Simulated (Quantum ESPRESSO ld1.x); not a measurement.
The numbers below are computed, except where a source is named.
Question: Radial electron density D(r) = 4 pi r^2 rho(r) of an atom or ion with 25 electrons. Code: ld1.x of Quantum ESPRESSO 7.5. Model: scalar-relativistic Kohn-Sham, PBEsol, spin-unpolarised, spherical densities, point nucleus.

r (bohr)  D(r) (e/bohr)
0.00193          0.5670
0.002211         0.7298
0.002534         0.9373
0.002903          1.201
0.003352          1.557
0.003841          1.982
0.0044            2.514
0.005041          3.176
0.005776          3.993
0.006617          4.993
0.007581          6.202
0.008755          7.743
0.01003           9.465
0.01149           11.46
0.01317           13.73
0.01508           16.24
0.01728           18.93
0.0198            21.73
0.02287           24.63
0.0262            27.15
0.03001           29.24
0.03439           30.69
0.0394            31.34
0.04514           31.10
0.05171           30.03
0.05972           28.24
0.06842           26.39
0.07839           24.92
0.08981           24.39
0.1029            25.15
0.1179            27.23
0.1351            30.15
0.156             33.18
0.1787            34.83
0.2047            34.36
0.2345            31.43
0.2687            26.55
0.3079            20.94
0.3527            16.16
0.4073            13.34
0.4667            13.09
0.5347            14.43
0.6126            16.01
0.7018            16.57
0.804             15.53
0.9212            13.10
1.064             9.812
1.219             6.836
1.396             4.490
1.6               2.900
1.833             1.938
2.1               1.381
2.406             1.033
2.778            0.7577
3.183            0.5354
3.647            0.3459
4.178            0.1998
4.787            0.1021
5.484           0.04564
6.283           0.01754
7.257          0.005262
8.314          0.001367
9.525         0.0002810

What is the nuclear charge?

Answer: Z = 26. The innermost maximum, from 1s, lies near gamma/Z bohr with gamma = sqrt(1 - (Z/c)^2) = 0.982, here 0.0378 bohr (found: 0.0407), and its height grows with Z. The density is that of the iron ion Fe+ in [Ar] 3d5.5 4s1 4p0.5; the configuration itself is not fixed sharply by these data, and Z only to about a unit. D(r) has 3 maxima, at r = 0.0407, 0.186, 0.691 bohr, and minima at 0.0891, 0.441 bohr, inside which lie 2.11, 10.65 electrons.
